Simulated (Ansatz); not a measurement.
Program: Ansatz. Geometries: PBE0-D4/def2-TZVP. ΔE: electronic, gas phase. CBS: MP2 limit from def2 TZ/QZ plus the TZ coupled-cluster correction, frozen cores. This one scheme is used for every species. DFT in def2-TZVPP. B3LYP here is the variant with VWN-RPA as its local correlation; programs differ in this. Each species was taken in one conformer, which may not be the lowest.

Reaction (silylene loss): `[SiH3]S[SiH2]S[SiH3]` → `[SiH3]S[SiH2]S` + `[SiH2]`

`[SiH3]S[SiH2]S[SiH3]`:

Z-matrix (Å, degrees):
```
Si
S 1 2.145
H 1 1.482 2 111.2
H 1 1.484 2 109.9 3 -121.9
H 1 1.483 2 105.8 3 119.0
Si 2 2.131 1 97.6 3 82.9
S 6 2.131 2 112.8 1 -53.0
H 6 1.482 2 111.4 1 64.9
H 6 1.482 2 105.1 1 -174.6
Si 7 2.145 6 97.6 2 -52.6
H 10 1.484 7 110.0 6 -38.5
H 10 1.483 7 105.8 6 -157.6
H 10 1.482 7 111.2 6 83.4
```

`[SiH3]S[SiH2]S`:

Cartesian coordinates in Å:
```
Si 0.287 -0.405 -1.656
S -0.954 -1.431 -0.249
Si -0.454 -0.267 1.469
S -0.710 1.842 1.237
H 0.588 -1.366 -2.744
H -0.394 0.789 -2.211
H 1.549 0.022 -0.994
H -1.399 -0.699 2.523
H 0.954 -0.519 1.856
H 0.534 2.034 0.769
```

`[SiH2]`:

Z-matrix (Å, degrees):
```
Si
H 1 1.525
H 1 1.525 2 91.2
```

**Question.** Is it downhill or uphill in electronic energy at CCSD(T)/CBS, and by how much? (Best estimate.)

**Answer.** Computed: Uphill: ΔE = +3.18 eV.

**Question.** What do these levels give: PBE0-D4, ωB97X-V, ωB97M-V, PBE, PBE0, B3LYP, HF/def2-TZVPP, MP2/def2-TZVPP, SCS-MP2/def2-TZVPP, SCS-MP2/def2-QZVPP, MP2/CBS(def2), CCSD/CBS(def2)? (Estimate.)

**Answer.** Computed: PBE0-D4 3.31, ωB97X-V 3.26, ωB97M-V 3.12, PBE 3.07, PBE0 3.18, B3LYP 2.89, HF/def2-TZVPP 2.89, MP2/def2-TZVPP 3.34, SCS-MP2/def2-TZVPP 3.18, SCS-MP2/def2-QZVPP 3.24, MP2/CBS(def2) 3.45, CCSD/CBS(def2) 3.11 eV.

Largest T1 diagnostic among the species: 0.014.

The D4 term adds +0.24 eV with B3LYP and +0.13 eV with PBE0; it sums over pairs of atoms, weighted by their polarisabilities, and B3LYP, whose exchange is more repulsive, gets the larger term. From PBE to PBE0 (25 % exact exchange), in def2-TZVPP and without D4, ΔE moves by +0.12 eV.
